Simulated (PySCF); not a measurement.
Q: What does the GFN2-xTB structure of InChI=1S/C4H9FOS/c1-4(2)7(6)3-5/h4H,3H2,1-2H3/t7-/m0/s1 look like in three dimensions?

A: 
```
atom  x, y, z in Å
C1    -0.7854    1.1443   -0.4032
C2    -0.5491   -0.1735    0.3036
C3    -1.6376   -1.1939    0.0130
S4     1.0371   -0.9514   -0.3223
O5     1.1317   -0.6068   -1.7399
C6     2.2065    0.2734    0.4939
F7     2.0290    0.2815    1.8433
H8    -1.8353    1.4238   -0.3513
H9    -0.2002    1.9495    0.0348
H10   -0.5094    1.0370   -1.4529
H11   -0.4134   -0.0542    1.3787
H12   -2.6003   -0.8438    0.3805
H13   -1.7156   -1.3565   -1.0600
H14   -1.4107   -2.1442    0.4918
H15    3.2275   -0.0486    0.2791
H16    2.0176    1.2724    0.0993
```

Any rigid rotation of these coordinates is as good. Atoms count from 1 in this order. S4 (sulfinyl sulfur) is pyramidal (angles 106.3°, 103.1° and 96.4°, sum 305.8°, 0.75 Å off the plane of its three neighbours). Of the pairs four or more bonds apart, O5···H10 is among the closest relative to their van der Waals radii: 2.34 Å, 86 % of the sum of Bondi's values.

Bonds between heavy atoms (Å): C1–C2 1.514, C2–C3 1.520, C2–S4 1.874, S4=O5 1.462, S4–C6 1.880, C6–F7 1.361.

Computed geometry: GFN2-xTB, gas phase.

Point group: C1 (no symmetry element, even within 0.4 Å). Whether it is a minimum is left open (no frequencies). The numbers are those of one conformer (C1–C2–S4–O5 -35°, C2–S4–C6–F7 59°).
